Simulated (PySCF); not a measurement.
C₂H₃Br, SMILES C=CBr.

Coordinates come from a PBE0-D3(BJ)/def2-TZVP optimisation.

Method: M06-2X/def2-TZVPD in PySCF.

Symmetry labels are those of the subgroup Cs that the program uses (full group Cs).

### Question
List the valence orbital energies around the gap with their symmetry. (Estimate from the structure and the level; the computed values follow.)

### Answer

```
orbital  symmetry  energy (eV)
-------  --------  -----------
HOMO−7         A'       -22.62
HOMO−6         A'       -18.05
HOMO−5         A'       -15.12
HOMO−4         A'       -13.89
HOMO−3         A'       -11.67
HOMO−2         A"       -11.25
HOMO−1         A'        -9.56
HOMO           A"        -8.62
LUMO           A"         0.43
LUMO+1         A'         0.49
LUMO+2         A'         0.62
LUMO+3         A'         0.88
```
